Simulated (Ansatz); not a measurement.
Cost and result up the ladder for Al(NH3)Cl3 (AlNCl₃H₃) (8 atoms). Charge 0, multiplicity 1. Geometry: r2SCAN-D4/def2-SVP.

Cartesian coordinates in Å:
```
Al 0.2998 -0.3937 0.8722
N -0.3018 0.3962 -0.8779
H -0.8053 -0.2897 -1.4476
H 0.4912 0.7293 -1.4334
H -0.9294 1.1926 -0.7359
Cl 1.3983 1.2352 1.6726
Cl 1.4226 -2.0550 0.1798
Cl -1.5754 -0.8148 1.7701
```

Ansatz on 4 threads of Arm Neoverse V1 on a shared host. Times are rough, and most runs start from the orbitals of an earlier one. ωB97M-V/def2-TZVP serves as the yardstick here, not as an exact answer. Differences are given only for rows in sets of like size (and for xTB, whose basis is part of the method), since another set adds its own error. Binding counts from free atoms at the same level (Al doublet, N quartet, H doublet, Cl doublet; other spins of the atoms weren't run), without zero-point energy or a counterpoise term.

B3LYP takes the VWN-RPA correlation. HSE06 is defined as in plane-wave codes, on full-range PBE exchange. Correlated methods freeze 21 core orbitals.

Correlated methods converge slowly with the basis.

```csv
level,functions,wall time
HF/6-31G,67,0.3 s
PBE-D4/def2-SVP,101,0.85 s
B3LYP-D4/6-31G,67,0.9 s
PBE0-D4/def2-SVP,101,1.2 s
BLYP-D4/def2-TZVP,197,1.8 s
B3LYP-D4/def2-TZVP,197,2.6 s
PBE0-D4/def2-TZVP,197,2.7 s
HSE06-D4/def2-TZVP,197,2.8 s
CAM-B3LYP-D4/def2-TZVP,197,3 s
r2SCAN-D4/def2-TZVP,197,3.8 s
r2SCANh-D4/def2-TZVP,197,4.6 s
r2SCAN0-D4/def2-TZVP,197,4.6 s
ωB97M-V/def2-TZVP,197,8 s
CCSD(T)/def2-TZVP,197,43 s
```

(1) Estimate what each level gives for the binding energy per atom (eV).

Results:

(1) 
```
                 level  binding energy per atom (eV)  difference from ωB97M-V/def2-TZVP (eV)
              HF/6-31G                          2.21                                       –
       PBE-D4/def2-SVP                          3.53                                       –
        B3LYP-D4/6-31G                          3.14                                       –
      PBE0-D4/def2-SVP                          3.49                                       –
     BLYP-D4/def2-TZVP                          3.43                                   -0.08
    B3LYP-D4/def2-TZVP                          3.46                                   -0.06
     PBE0-D4/def2-TZVP                          3.48                                   -0.04
    HSE06-D4/def2-TZVP                          3.48                                   -0.04
CAM-B3LYP-D4/def2-TZVP                          3.47                                   -0.04
   r2SCAN-D4/def2-TZVP                          3.51                                   -0.01
  r2SCANh-D4/def2-TZVP                          3.49                                   -0.03
  r2SCAN0-D4/def2-TZVP                          3.46                                   -0.06
     ωB97M-V/def2-TZVP                          3.52                                    0.00
     CCSD(T)/def2-TZVP                          3.36                                   -0.16
```
